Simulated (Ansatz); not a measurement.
A made-up structure of MgH3SeO (charge +1), singlet:

| atom | x (Å) | y (Å) | z (Å) |
| --- | --- | --- | --- |
| O1 | -1.0102 | 0.2138 | -1.2347 |
| Mg2 | 2.1918 | -0.1244 | 1.6872 |
| Se3 | 0.4160 | 0.0329 | 0.1431 |
| H4 | -1.2875 | -0.4596 | -1.8714 |
| H5 | -1.5527 | 0.9965 | -1.4043 |
| H6 | 1.0842 | -0.7484 | 2.8458 |

It is relaxed with PBE-D4/def2-SVP and then PBE0-D4/def2-TZVP (Ansatz 0.2.0). Atoms count as bonded within 1.22 times the sum of their covalent radii (H–H: 0.88 Å). The end point is not checked to be a true minimum.

Task: Does its bonding change? (A judgement: the text doesn't fix the answer.)

Result: By the calculation: Yes. Formed: O1–Mg2, Se3–H6; broken: O1–Se3, Mg2–H6.

Where it ends: The first stage lowers the energy by 2.77 eV in 10 steps. It ends as MgH₃SeO ([OH2][Mg][SeH]), total charge +1:
```
6
angstrom
O -0.4380 0.4067 -1.4690
Mg -0.1772 -0.1713 0.4185
Se 0.0282 -0.8891 2.6557
H -0.3751 -0.1504 -2.2574
H -0.6647 1.2960 -1.7747
H 1.4683 -0.5811 2.5926
```

Labels in which every atom is bracketed show which atoms are joined, not bond orders.

For scale, one of the runs: PBE0-D4/def2-TZVP relaxation, 129 basis functions, launched by `ansatz run in.yaml --threads 2 --pin off --events-out ev --progress --plain --max-ram 4352MiB`. Hardware: 2 CPU threads of an Arm Neoverse V1, shared host. Wall time about 90 s.
